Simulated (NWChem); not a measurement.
The numbers come from NWChem runs, not from measurements. System: H₃N₂, charge 0, spin multiplicity 2, at a geometry optimised with UPBE0/def2-SVP. The structure started from a generated list of species. Its SCF solution wasn't tested for a lower state. Level: UM06-2X/def2-TZVP.

Job file:

```
start mol
memory heap 200 mb stack 900 mb global 1100 mb
geometry units angstroms nocenter noautoz noautosym
  N      0.651149    -0.356553     0.095920
  N     -0.546985     0.189084    -0.123315
  H      1.324507     0.415902     0.024174
  H     -0.724793     1.174575     0.067382
  H     -1.328858    -0.418190     0.100212
end
basis spherical
  * library def2-tzvp
end
dft
  xc m06-2x
  odft
  mult 2
  semidirect memsize 60000000 filesize 0
  iterations 100
  grid fine
end
task dft energy
```

NWChem printed:

```
             Northwest Computational Chemistry Package (NWChem) 7.3.0
             --------------------------------------------------------

                                NWChem Input Module
                                -------------------

 Scaling coordinates for geometry "geometry" by  1.889725989
 (inverse scale =  0.529177249)

                             Geometry "geometry" -> ""
                             -------------------------

 Output coordinates in angstroms (scale by  1.889725989 to convert to a.u.)

  No.       Tag          Charge          X              Y              Z
 ---- ---------------- ---------- -------------- -------------- --------------
    1 N                    7.0000     0.65114900    -0.35655300     0.09592000
    2 N                    7.0000    -0.54698500     0.18908400    -0.12331500
    3 H                    1.0000     1.32450700     0.41590200     0.02417400
    4 H                    1.0000    -0.72479300     1.17457500     0.06738200
    5 H                    1.0000    -1.32885800    -0.41819000     0.10021200

 Effective nuclear repulsion energy (a.u.)      36.6884911946

            Nuclear Dipole moment (a.u.)
            ----------------------------
        X                 Y               Z
 ---------------- ---------------- ----------------
     0.0000075589     0.0000075589     0.0000056692


 Summary of "ao basis" -> "" (spherical)
 ------------------------------------------------------------------------------
       Tag                 Description            Shells   Functions and Types
 ---------------- ------------------------------  ------  ---------------------
 *                         def2-tzvp                  on all atoms

                                 NWChem DFT Module
                                 -----------------

 Summary of "ao basis" -> "ao basis" (spherical)
 ------------------------------------------------------------------------------
       Tag                 Description            Shells   Functions and Types
 ---------------- ------------------------------  ------  ---------------------
 N                         def2-tzvp                11       31   5s3p2d1f
 H                         def2-tzvp                 4        6   3s1p

 Summary of "ao basis" -> "ao basis" (spherical)
 ------------------------------------------------------------------------------
       Tag                 Description            Shells   Functions and Types
 ---------------- ------------------------------  ------  ---------------------
 N                         def2-tzvp                11       31   5s3p2d1f
 H                         def2-tzvp                 4        6   3s1p

            General Information
            -------------------
          SCF calculation type: DFT
          Wavefunction type:  spin polarized.
          No. of atoms     :     5
          No. of electrons :    17
           Alpha electrons :     9
            Beta electrons :     8
          Charge           :     0
          Spin multiplicity:     2
          Use of symmetry is: off; symmetry adaption is: off
          Maximum number of iterations: 100
          AO basis - number of functions:    80
                     number of shells:    34
          Convergence on energy requested:  1.00D-06
          Convergence on density requested:  1.00D-05
          Convergence on gradient requested:  5.00D-04

              XC Information
              --------------
                       M06-2X Method XC Functional
[...]
   Bfn.  Coefficient  Atom+Function         Bfn.  Coefficient  Atom+Function
  ----- ------------  ---------------      ----- ------------  ---------------
    39      0.341498  2 N  pz                42      0.306869  2 N  pz
    45      0.249341  2 N  pz                 8      0.205043  1 N  pz
    11      0.181112  1 N  pz                14      0.113681  1 N  pz
    35     -0.101695  2 N  s                  4      0.059493  1 N  s
    34     -0.052951  2 N  s                  6     -0.050422  1 N  px

 Vector    8  Occ=1.000000D+00  E=-3.415516D-01
              MO Center=  5.1D-01, -4.0D-01,  7.1D-02, r^2= 1.3D+00
   Bfn.  Coefficient  Atom+Function         Bfn.  Coefficient  Atom+Function
  ----- ------------  ---------------      ----- ------------  ---------------
     7      0.353829  1 N  py                 5     -0.286672  1 N  s
    10      0.283596  1 N  py                 4     -0.232076  1 N  s
    13      0.230461  1 N  py                64      0.174552  3 H  s
     3     -0.149074  1 N  s                 70     -0.138228  4 H  s
    38     -0.114848  2 N  py                76      0.106381  5 H  s

 Vector    9  Occ=0.000000D+00  E= 9.534211D-03
              MO Center=  2.6D-01, -1.4D-01,  2.6D-02, r^2= 1.8D+00
   Bfn.  Coefficient  Atom+Function         Bfn.  Coefficient  Atom+Function
  ----- ------------  ---------------      ----- ------------  ---------------
    14      0.539385  1 N  pz                45     -0.403947  2 N  pz
     8      0.350202  1 N  pz                11      0.290317  1 N  pz
    39     -0.235361  2 N  pz                36      0.230916  2 N  s
    71     -0.213746  4 H  s                 42     -0.203735  2 N  pz
     5      0.166812  1 N  s                 77     -0.144094  5 H  s

 Vector   10  Occ=0.000000D+00  E= 5.404250D-02
              MO Center= -6.8D-01,  9.5D-01,  1.5D-01, r^2= 4.6D+00
   Bfn.  Coefficient  Atom+Function         Bfn.  Coefficient  Atom+Function
  ----- ------------  ---------------      ----- ------------  ---------------
    36      1.797031  2 N  s                 71     -1.531918  4 H  s
    77     -0.952103  5 H  s                 65     -0.620109  3 H  s
     5      0.433429  1 N  s                 43     -0.321972  2 N  px
    44      0.260620  2 N  py                45      0.250286  2 N  pz
    34      0.223311  2 N  s                 12      0.222184  1 N  px

 Vector   11  Occ=0.000000D+00  E= 9.239947D-02
              MO Center=  1.9D-02,  1.3D-01,  1.0D-01, r^2= 6.4D+00
   Bfn.  Coefficient  Atom+Function         Bfn.  Coefficient  Atom+Function
  ----- ------------  ---------------      ----- ------------  ---------------
    65      1.636445  3 H  s                 77     -1.632302  5 H  s
     5     -1.446824  1 N  s                 36      1.224552  2 N  s
    44     -0.533226  2 N  py                13     -0.457004  1 N  py
    71      0.300092  4 H  s                 45      0.143789  2 N  pz
    12     -0.132427  1 N  px                 3     -0.130125  1 N  s

   alpha - beta orbital overlaps
   -----------------------------

   alpha      1      2      3      4      5      6      7      8      9     10
    beta      1      2      3      4      5      6      7      8      9     10
 overlap   1.000  1.000  0.999  0.998  0.999  0.997  0.987  0.996  0.980  0.995

   alpha     11     12     13     14     15     16     17     18     19     20
    beta     11     12     13     14     15     16     17     18     19     20
 overlap   0.999  1.000  0.996  0.996  0.998  0.969  0.968  0.953  0.777  0.818

   alpha     21     22     23     24     25     26     27     28     29     30
    beta     21     22     23     24     25     26     27     28     29     30
 overlap   0.985  0.989  0.990  0.993  1.000  0.999  0.999  0.999  0.999  0.997

   alpha     31     32     33     34     35     36     37     38     39     40
    beta     31     32     33     34     35     36     37     38     40     39
 overlap   0.997  0.998  0.999  0.999  1.000  0.999  0.989  0.993  0.985  0.991

   alpha     41     42     43     44     45     46     47     48     49     50
    beta     41     42     43     44     45     46     47     48     49     50
 overlap   0.940  0.972  0.960  0.997  0.948  0.945  0.997  0.996  0.998  0.999

   alpha     51     52     53     54     55     56     57     58     59     60
    beta     51     52     53     54     55     56     57     58     59     60
 overlap   0.999  0.999  1.000  1.000  1.000  0.999  0.998  0.995  0.997  0.996

   alpha     61     62     63     64     65     66     67     68     69     70
    beta     61     62     63     64     67     65     66     68     69     70
 overlap   0.997  0.967  0.955  0.964  0.857  0.852  0.954  0.966  0.964  0.944

   alpha     71     72     73     74     75     76     77     78     79     80
    beta     71     72     73     74     75     76     77     78     79     80
 overlap   0.954  0.996  0.997  0.999  0.999  0.999  1.000  1.000  1.000  1.000

     --------------------------
     Expectation value of S2:
     --------------------------
      <S2> =      0.7547 (Exact =     0.7500)

 center of mass
 --------------
 x =   0.04407789 y =  -0.07086530 z =  -0.01159218

 moments of inertia (a.u.)
 ------------------
          15.477417447940          15.766135800057          -5.972295959959
          15.766135800057          51.934069249581           2.731497687899
          -5.972295959959           2.731497687899          64.869642878721

     Multipole analysis of the density
     ---------------------------------

     L   x y z        total         alpha         beta         nuclear
     -   - - -        -----         -----         ----         -------
     0   0 0 0     -0.000000     -9.000000     -8.000000     17.000000

     1   1 0 0     -0.590653     -0.570327     -0.020333      0.000008
     1   0 1 0      0.872957      0.605596      0.267354      0.000008
     1   0 0 1      0.146708      0.068213      0.078490      0.000006

     2   2 0 0     -7.652388    -21.232208    -18.944793     32.524613
     2   1 1 0      1.473193      4.952648      3.998033     -7.477488
     2   1 0 1     -0.592906     -1.849475     -1.455229      2.711798
     2   0 2 0     -9.056335    -10.040529     -9.256417     10.240610
     2   0 1 1      0.263689      0.806576      0.726021     -1.268909
     2   0 0 2    -10.834807     -6.519933     -4.979155      0.664282

 Task  times  cpu:       10.3s     wall:       10.3s

 Total times  cpu:       10.4s     wall:       10.4s
```
